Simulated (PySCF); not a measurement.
Ligand exchange on a metal centre used in film growth or etching (Y Cl-NH2). All species are isolated molecules in the gas phase. One relaxed conformer stands for each flexible species; it need not be the lowest.

All values below come from PBE-D3(BJ)/def2-TZVP // PBE-D3(BJ)/def2-SVP (PySCF). 

```json
[
 {"species": "0 of 3 Cl replaced by NH2", "mean distance from the central atom to its bonded neighbours (Å)": "2.443", "HOMO (eV)": "-7.74", "HOMO–LUMO gap (eV)": "4.05"},
 {"species": "1 of 3 Cl replaced by NH2 ([Y(Cl)2(NH2)])", "mean distance from the central atom to its bonded neighbours (Å)": "2.350", "HOMO (eV)": "-6.33", "HOMO–LUMO gap (eV)": "3.31"},
 {"species": "2 of 3 Cl replaced by NH2 ([Y(Cl)(NH2)2])", "mean distance from the central atom to its bonded neighbours (Å)": "2.255", "HOMO (eV)": "-5.66", "HOMO–LUMO gap (eV)": "3.26"},
 {"species": "3 of 3 Cl replaced by NH2 ([Y(NH2)3])", "mean distance from the central atom to its bonded neighbours (Å)": "2.158", "HOMO (eV)": "-4.97", "HOMO–LUMO gap (eV)": "3.13"}
]
```
